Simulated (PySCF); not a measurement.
**Do core-level shifts follow atomic charges?**

C5H8O4.
Numbering: `[CH3:1][O:2][C:3](=[O:4])[CH2:5][O:6][C:7]([CH3:8])=[O:9]`

Binding energies: PySCF, delta-SCF UKS SCAN, pcX-2 on the ionised atom, pcseg-1 elsewhere, spin-free X2C. Charges: PBE0/pcSseg-1 ground-state density, for the ionised atom.

```csv
atom,environment,C 1s (eV),Mulliken (e),IAO (e),Hirshfeld (e),ESP (e)
C8,methyl carbon next to a carbonyl,291.28,-0.254,-0.468,-0.117,-0.714
C1,methoxy carbon,292.77,-0.044,-0.210,-0.032,-0.090
C5,sp3 carbon bound to oxygen,292.87,+0.075,-0.114,-0.006,-0.212
C7,ester carbonyl carbon,294.62,+0.387,+0.535,+0.218,+0.866
C3,ester carbonyl carbon,294.70,+0.423,+0.517,+0.206,+0.845
```

How well does each charge scheme correlate with the binding energies over these sites?

Mulliken: r = 0.99, slope 4.9 eV per e; ESP: r = 0.99, slope 2.0 eV per e; IAO: r = 0.98, slope 3.1 eV per e; Hirshfeld: r = 0.98, slope 9.4 eV per e. On 5 points no scheme stands out.

The point-charge model writes a binding energy as kq + V + constant, with V the potential of the other atoms' charges at the site. What does it give with the IAO charges?

V = Σ 14.40 eV Å × q/r over all other atoms: +7.58 eV at C8, +3.39 eV at C1, +2.75 eV at C5, -9.32 eV at C7, -8.38 eV at C3. Fitting binding energy − V to q gives k = 19.9 eV per e and leaves an rms residual of 0.40 eV, against 0.23 eV for the fit on q alone. The model has no term for differences in relaxation between sites.

Geometry: PBE0-D3(BJ)/def2-SVP, one conformer, isolated molecule.

The values belong to the conformer `[CH3:1][O:2][C:3](=[O:4])[CH2:5][O:6][C:7]([CH3:8])=[O:9]`: C1–O2–C3–O4 1°, O2–C3–C5–O6 177°, C3–C5–O6–C7 -73°, C5–O6–C7–C8 173°.
